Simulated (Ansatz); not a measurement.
Start from `O[Si]1(Cl)CO1` and change one atom or group to get `[AlH2][NH][Si]1(Cl)CO1`.

Ansatz, PBE0-D4/def2-TZVP geometries, multiplicity 1. Each molecule was computed in one conformer, which needn't be the lowest.

```json
{"property": "HOMO energy (PBE/def2-TZVPP) / eV", "`O[Si]1(Cl)CO1`": "-6.46"}
{"property": "size of the dipole moment (B3LYP/def2-TZVPP) / D", "`O[Si]1(Cl)CO1`": "2.10"}
{"property": "HOMO–LUMO gap (PBE/def2-TZVPP) / eV", "`O[Si]1(Cl)CO1`": "5.45"}
{"property": "LUMO energy (ωB97M-V/def2-TZVPP) / eV", "`O[Si]1(Cl)CO1`": "1.67"}
{"property": "HOMO energy (B3LYP/def2-TZVPP) / eV", "`O[Si]1(Cl)CO1`": "-7.63"}
{"property": "LUMO energy (PBE/def2-TZVPP) / eV", "`O[Si]1(Cl)CO1`": "-1.02"}
```

Problem. What does the change do to each property? (Best estimate.)

Solution. Computed: 
```tsv
property	`[AlH2][NH][Si]1(Cl)CO1`	shift
HOMO energy (PBE/def2-TZVPP) / eV	-6.15	0.31
size of the dipole moment (B3LYP/def2-TZVPP) / D	2.31	0.21
HOMO–LUMO gap (PBE/def2-TZVPP) / eV	4.11	-1.34
LUMO energy (ωB97M-V/def2-TZVPP) / eV	0.30	-1.37
HOMO energy (B3LYP/def2-TZVPP) / eV	-7.24	0.39
LUMO energy (PBE/def2-TZVPP) / eV	-2.04	-1.02
```

With PBE0 the HOMO rises by 0.39 eV and the LUMO falls by 1.25 eV, so the gap narrows by about 1.64 eV. PBE moves the HOMO by 0.31 eV and ωB97M-V by 0.41 eV. Dipoles are sizes alone; their direction can turn.

B3LYP here is the variant with VWN-RPA as its local correlation; programs differ in this.
